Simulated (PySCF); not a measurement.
C₄H₁₃NSi, SMILES CCN[C@@H]([SiH3])C. Atoms are numbered in the order given.

```xyz
19

C     -2.8338    -0.2452     0.7191
C     -1.3604    -0.5958     0.5507
N     -0.7935     0.1026    -0.5938
C      0.6531    -0.0049    -0.8011
C      1.2224    -1.4338    -0.8408
Si     1.5708     1.1533     0.4115
H     -3.2658    -0.7530     1.5956
H     -2.9605     0.8415     0.8393
H     -3.4170    -0.5553    -0.1649
H     -0.8050    -0.2881     1.4527
H     -1.2517    -1.7011     0.4931
H     -1.2880    -0.1793    -1.4406
H      0.8529     0.4627    -1.7830
H      2.2855    -1.4296    -1.1299
H      1.1480    -1.9368     0.1367
H      0.6760    -2.0521    -1.5746
H      1.3561     0.7587     1.8357
H      3.0404     1.0888     0.1426
H      1.1054     2.5566     0.2252
```

The structure is a stationary point at B3LYP-D3(BJ)/def2-SVP. The structure was generated by enumeration; whether it is a known compound was not checked. One conformer was computed; it need not be the lowest.

Level of theory: TDA-CAM-B3LYP/def2-SVPD (PySCF 2.14.0).

Vertical excitations. Gas-phase values at a fixed geometry.

```tsv
state	energy (eV)	λ (nm)	f	main pairs
S1	5.88	211	0.006	HOMO→LUMO 76 %
S2	6.76	183	0.009	HOMO→LUMO+1 35 %, HOMO→LUMO+2 22 %, HOMO→LUMO+4 17 %, HOMO→LUMO+3 13 %
S3	6.78	183	0.007	HOMO→LUMO+2 46 %, HOMO→LUMO+4 34 %, HOMO→LUMO 14 %
S4	6.99	177	0.010	HOMO→LUMO+3 73 %
S5	7.11	174	0.037	HOMO→LUMO+1 44 %, HOMO→LUMO+4 18 %, HOMO→LUMO+6 13 %, HOMO→LUMO+5 8 %
S6	7.48	166	0.066	HOMO→LUMO+5 52 %, HOMO→LUMO+6 15 %, HOMO→LUMO+4 12 %
T1	5.65	219	0	HOMO→LUMO 66 %
T2	6.60	188	0	HOMO→LUMO+2 41 %, HOMO→LUMO+4 24 %, HOMO→LUMO 11 %, HOMO→LUMO+1 11 %
```
Triplets are in the Tamm–Dancoff approximation.
